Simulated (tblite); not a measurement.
C6H6FN.
SMILES: `N#C[C@@]12C[C@@H](F)[C@@H]1C2`

Computed values, GFN2-xTB/tblite, gas phase, harmonic and unscaled. Against measured fundamentals such values can be off by several per cent, at times by over 20.

Harmonic wavenumbers (cm⁻¹): 95.0, 157.6, 230.9, 329.2, 395.6, 455.9, 515.4, 534.4, 591.5, 772.7, 855.2, 893.4, 903.3, 935.9, 976.1, 1012.2, 1044.6, 1055.2, 1071.0, 1104.3, 1126.2, 1177.9, 1206.7, 1230.0, 1263.8, 1308.4, 1392.2, 1446.1, 1469.5, 2386.2, 2924.0, 3006.3, 3035.7, 3073.6, 3100.9, 3119.8.

A = 4159, B = 1495, C = 1316 MHz; mass 111.048 u (most abundant isotopes); point group C1, symmetry number 1.

Question: What is the zero-point energy?

Answer: ½Σν̃ = 23098 cm⁻¹ = 66.04 kcal/mol.

Question: Entropy at 273.15 K, 1 bar (ideal gas, RRHO, classical rotation)?

Answer: Translation 39.62, rotation 27.80, vibration 12.62: S = 80.0 cal/(mol K).

Question: And Cp and H(273.15 K) − H(0)?

Answer: Cp = 25.55 cal/(mol K), of which vibrations give 17.60 (their classical limit is 36 R = 71.5); H(273.15 K) − H(0) = 4.24 kcal/mol without the zero-point energy, 2.06 from vibrations.

Question: How do the functions run with temperature in this model?

Answer: 
```tsv
T (K)	S (cal/(mol K))	Cp (cal/(mol K))	H − H(0) (kcal/mol)	G − H(0) (kcal/mol)	ln q(vib)
150	68.0	16.0	1.70	-8.50	0.98
250	77.9	23.6	3.67	-15.80	2.23
298.15	82.4	27.7	4.90	-19.66	2.90
400	91.7	35.8	8.14	-28.52	4.43
600	108.7	48.0	16.61	-48.59	7.67
900	130.4	58.8	32.78	-84.55	12.58
```

q(vib) and H(0) count from the zero-point level.

Question: Which modes carry the vibrational entropy at 273.15 K?

Answer: 95.0 cm⁻¹: 3.38; 157.6 cm⁻¹: 2.41; 230.9 cm⁻¹: 1.72; 329.2 cm⁻¹: 1.13; 395.6 cm⁻¹: 0.85; 455.9 cm⁻¹: 0.66 cal/(mol K); the other 30 give 2.46 together.

Hindered rotation and anharmonicity are outside this model. The structure is chiral; the term R ln 2 for an equal mix with its mirror image is left out.
